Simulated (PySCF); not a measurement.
# What a mistake does to a calculation on FH4NSi2

Calculated results; nothing here was measured. They come from PySCF 2.14.0, an open-source quantum chemistry program, on an isolated molecule that a program drew, which may never have been made. The molecule is FH4NSi2 (charge 0, singlet), drawn as the SMILES string `F[SiH]=N[SiH3]`.

Each row is a Hartree-Fock (HF) and frozen-core CCSD(T) single point in the cc-pV(D+d)Z basis, meant for a local HF minimum. Run 1 is clean. Each other run has one planted mistake out of seven kinds, and not every kind appears here: one electron removed, one electron added, multiplicity raised by two, geometry at a saddle point, minimal basis STO-3G, one bond length entered in bohr, all coordinates scaled. The reference is restricted for singlets and unrestricted otherwise, and also for a bond in bohr. Adding or removing an electron swaps singlet and doublet. Electrons count all cores. HOMO and LUMO are orbital energies over both spins, the gradient is its largest component, and the lowest frequency (negative if imaginary) is given only where the gradient is small. Bond lengths are over the 7 bonds as drawn. T1 is the CCSD diagnostic: over 0.02 (restricted) or 0.045 (unrestricted) a single reference is doubtful.

Geometry of the clean run:
```xyz
8
FH4NSi2, angstrom
F     0.6987    2.3231   -1.0535
Si    0.7434    0.8260   -0.5088
N    -0.4300   -0.0097    0.0258
Si   -1.9787   -0.5162    0.5109
H     2.1366    0.4212   -0.6272
H    -1.9720   -0.8878    1.9462
H    -3.0116    0.5332    0.3235
H    -2.3993   -1.7042   -0.2702
```

| run | electrons | basis functions | <S^2> | HOMO (eV) | LUMO (eV) | gradient (hartree/bohr) | lowest frequency (cm^-1) | mean bond (Å) | longest bond (Å) | T1 | HF (hartree) | CCSD(T) (hartree) | mistake |
|---|---|---|---|---|---|---|---|---|---|---|---|---|---|
| 1 | 48 | 94 | 0.000 | -10.81 | 2.09 | 3.0e-06 | 36 | 1.5337 | 1.700 | 0.0155 | -734.15096 | -734.74390 | no fault |
| 2 | 48 | 32 | 0.000 | -6.81 | 7.66 | 3.0e-02 | - | 1.5337 | 1.700 | 0.0168 | -725.25972 | -725.46990 | minimal basis STO-3G |
| 3 | 48 | 94 | 2.035 | -6.04 | -0.68 | 1.6e-01 | - | 1.5337 | 1.700 | 0.0191 | -734.01297 | -734.56798 | multiplicity raised by two |
| 4 | 48 | 94 | 0.000 | -10.37 | 1.51 | 6.5e-02 | - | 1.6610 | 1.841 | 0.0193 | -734.09558 | -734.70904 | all coordinates scaled |
| 5 | 47 | 94 | 0.764 | -17.15 | -6.77 | 9.8e-02 | - | 1.5337 | 1.700 | 0.0306 | -733.83413 | -734.38791 | one electron removed |
| 6 | 49 | 94 | 0.770 | 0.65 | 8.33 | 1.0e-01 | - | 1.5337 | 1.700 | 0.0161 | -734.09973 | -734.70095 | ? |

**Which mistake was planted in run 6, and what did it cost?**

It counts 49 electrons, one more than the clean run, at the same geometry and basis. So the mistake is: one electron added. Subtracting run 1 and multiplying by 627.51 kcal/mol a hartree, the energy moved by 32.1 kcal/mol in HF and 27.0 kcal/mol in CCSD(T).

Cautions from the logs. Run 6: the HOMO is above zero, so the electron isn't bound and the energy depends on the basis.
